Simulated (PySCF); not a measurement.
## Calculated data, CH7BNSi, B3ClH4, CH4B2Cl, BFH3OSi and others

Computed with PySCF 2.14.0. Calculation on a computer-drawn molecule: the log of a Hartree-Fock and frozen-core CCSD(T) single point meant for a local Hartree-Fock minimum, with one planted fault or none, to be diagnosed. Offsets are logged minus clean, where the clean run is the same molecule without the fault. The reference is restricted for singlets and unrestricted otherwise, and also for a bond in bohr or an excited solution. Adding or removing an electron swaps singlet and doublet. The excited solution moves the top pair (singlet) or top alpha electron (doublet) to the lowest empty orbital. Highest occupied and lowest empty are orbital energies over both spins, largest force is the largest gradient component, triples share is (T) over the correlation energy, the T1 limit is 0.02 restricted and 0.045 unrestricted, electrons count all cores, a negative frequency is imaginary (commonest isotopes), and the dipole is about the centre of nuclear charge.

Common to all runs: meant charge 0; meant basis cc-pV(D+d)Z; logged SCF converged yes; possible faults no fault, one electron removed, one electron added, multiplicity raised by two, geometry at a saddle point, SCF held on an excited solution, minimal basis STO-3G, one bond length entered in bohr, all coordinates scaled.

(1) CH7BNSi

Logged structure:
```xyz
11
CH7BNSi
B     -0.8801     0.5753     0.7208
Si     0.6346     0.1199    -0.5299
C      2.1190     1.1659    -0.0123
N      0.8543    -1.5944    -0.4629
H     -1.8299     1.2975     0.7841
H      0.3505     0.4259    -1.9569
H      2.3990     0.9808     1.0292
H      2.9872     0.9376    -0.6386
H      1.9054     2.2346    -0.1201
H      0.9574    -2.0385     0.4308
H      1.4489    -2.0382    -1.1386
```

* meant multiplicity: 2
* logged electrons: 38
* logged basis functions: 100
* logged spin squared: 0
* logged highest occupied: -15.168 eV
* logged lowest empty: -6.2531 eV
* logged largest force: 0.065718 hartree/bohr
* logged T1 diagnostic: 0.015645
* logged D1 diagnostic: 0.050112
* logged triples share: 0.026715
* logged CC converged: yes
* logged dipole magnitude: 5.8766 debye
* logged SCF stable within its kind: yes
* logged energy HF: -409.69925 hartree
* logged energy CCSD(T): -410.23674 hartree
* planted fault: one electron removed
* HF energy offset from clean run: 170.6 kcal/mol
* CCSD(T) energy offset from clean run: 175.9 kcal/mol

Drawn bonds:
```tsv
atom	other atom	order
1	2	1
2	3	1
2	4	1
1	5	1
2	6	1
3	7	1
3	8	1
3	9	1
4	10	1
4	11	1
```

(2) B3ClH4

Logged structure:
```xyz
8
B3ClH4
B     -3.4560     0.5527    -0.5593
B     -1.8350     0.3546    -1.0083
B     -0.6406     1.5116    -1.3294
Cl    -1.2973    -1.3540    -1.1692
H     -4.3250     0.6258    -1.3853
H     -3.7778     0.6117     0.5965
H     -0.4715     1.9385    -2.4393
H      0.0753     1.9238    -0.4574
```

- meant multiplicity: 1
- logged electrons: 36
- logged basis functions: 28
- logged spin squared: 0
- logged highest occupied: -9.2472 eV
- logged lowest empty: 5.342 eV
- logged largest force: 0.024068 hartree/bohr
- logged T1 diagnostic: 0.011611
- logged D1 diagnostic: 0.042966
- logged triples share: 0.017248
- logged CC converged: yes
- logged dipole magnitude: 1.9905 debye
- logged SCF stable within its kind: yes
- logged energy HF: -530.0016 hartree
- logged energy CCSD(T): -530.14456 hartree
- planted fault: minimal basis STO-3G
- HF energy offset from clean run: 3678 kcal/mol
- CCSD(T) energy offset from clean run: 3865 kcal/mol

Drawn bonds:
```tsv
atom	other atom	order
1	2	1
2	3	1
2	4	1
1	5	1
1	6	1
3	7	1
3	8	1
```

(3) CH4B2Cl

Logged structure:
```xyz
8
CH4B2Cl
B     -0.4800    -1.4754     0.6571
C      0.0764    -0.0204     0.4807
B      0.6134     0.2310    -0.9656
Cl    -0.2456     1.3038    -2.0845
H     -1.4458    -1.8248     1.2721
H     -0.6155     0.7439     0.8423
H      0.9608    -0.0444     1.1423
H      1.5980    -0.2935    -1.3881
```

- meant multiplicity: 2
- logged electrons: 37
- logged basis functions: 85
- logged spin squared: 0.7778
- logged highest occupied: -7.3495 eV
- logged lowest empty: 0.27187 eV
- logged largest force: 0.058771 hartree/bohr
- logged dipole magnitude: 1.7708 debye
- logged SCF stable within its kind: no
- logged energy HF: -548.98398 hartree
- planted fault: SCF held on an excited solution
- HF energy offset from clean run: 40.23 kcal/mol

Drawn bonds:
```tsv
atom	other atom	order
1	2	1
2	3	1
3	4	1
1	5	1
2	6	1
2	7	1
3	8	1
```

Notes: coupled-cluster numbers left out as unreliable.

(4) BFH3OSi

Logged structure:
```xyz
7
BFH3OSi
O     -1.7640     2.2536    -0.1705
Si    -1.3972     1.1495    -1.4143
B      0.1064    -0.2295    -1.0763
F      0.4656    -0.5541     0.2129
H     -1.7774     1.9274     0.7477
H     -1.3025     1.9541    -2.7002
H      0.6219    -0.8838    -1.9899
```

- meant multiplicity: 2
- logged electrons: 39
- logged basis functions: 80
- logged spin squared: 0.7731
- logged highest occupied: -8.5438 eV
- logged lowest empty: 0.95225 eV
- logged largest force: 0.030417 hartree/bohr
- logged T1 diagnostic: 0.020701
- logged D1 diagnostic: 0.083353
- logged triples share: 0.02326
- logged CC converged: yes
- logged dipole magnitude: 0.75927 debye
- logged SCF stable within its kind: yes
- logged energy HF: -489.70959 hartree
- logged energy CCSD(T): -490.2938 hartree
- planted fault: all coordinates scaled, by +3.0 %
- HF energy offset from clean run: 3.626 kcal/mol
- CCSD(T) energy offset from clean run: 1.114 kcal/mol

Drawn bonds:
```tsv
atom	other atom	order
1	2	1
2	3	1
3	4	1
1	5	1
2	6	1
3	7	1
```

(5) Al2FH2N

Logged structure:
```xyz
6
Al2FH2N
N     -3.1128    -2.4925    -0.6865
Al    -1.6848    -2.2175    -1.3522
Al     0.6538    -1.7508    -2.3152
F      0.7792    -1.8681    -3.9593
H     -4.8043    -2.8262     0.0448
H      1.9426    -1.3742    -1.5086
```

- meant multiplicity: 1
- logged electrons: 44
- logged basis functions: 84
- logged spin squared: 1.3146
- logged highest occupied: -7.2762 eV
- logged lowest empty: 0.21568 eV
- logged largest force: 0.073278 hartree/bohr
- logged T1 diagnostic: 0.083732
- logged D1 diagnostic: 0.3079
- logged triples share: 0.037583
- logged CC converged: yes
- logged dipole magnitude: 1.987 debye
- logged SCF stable within its kind: yes
- logged energy HF: -638.77529 hartree
- logged energy CCSD(T): -639.28486 hartree
- planted fault: one bond length entered in bohr, row 4 of the drawn bonds
- HF energy offset from clean run: 94.14 kcal/mol
- CCSD(T) energy offset from clean run: 100.3 kcal/mol

Drawn bonds:
```tsv
atom	other atom	order
1	2	2
2	3	1
3	4	1
1	5	1
3	6	1
```

Notes: T1 above single-reference limit.

(6) CH6BOSi

Logged structure:
```xyz
10
CH6BOSi
B      0.6641    -0.6328    -1.1845
C      1.5108     0.4668    -0.4959
Si     0.8864     2.0680     0.2408
O     -0.7591     2.1037     0.3298
H      1.1449    -1.6954    -1.4699
H     -0.4929    -0.4398    -1.4526
H      2.5879     0.3058    -0.4267
H      1.4006     3.1858    -0.5876
H      1.3740     2.2211     1.6243
H     -1.2712     1.9620    -0.4517
```

- meant multiplicity: 2
- logged electrons: 39
- logged basis functions: 30
- logged spin squared: 0.7614
- logged highest occupied: -8.8932 eV
- logged lowest empty: 4.8371 eV
- logged largest force: 0.056357 hartree/bohr
- logged T1 diagnostic: 0.013786
- logged D1 diagnostic: 0.073377
- logged triples share: 0.014234
- logged CC converged: yes
- logged dipole magnitude: 1.1992 debye
- logged SCF stable within its kind: yes
- logged energy HF: -424.67133 hartree
- logged energy CCSD(T): -424.86566 hartree
- planted fault: withheld

Drawn bonds:
```tsv
atom	other atom	order
1	2	1
2	3	1
3	4	1
1	5	1
1	6	1
2	7	1
3	8	1
3	9	1
4	10	1
```

Q: Which fault was planted in the run of CH6BOSi (entry 6)?
A: minimal basis STO-3G

Further results for CH6BOSi (entry 6):

* HF energy offset from clean run: 3249 kcal/mol
* CCSD(T) energy offset from clean run: 3470 kcal/mol
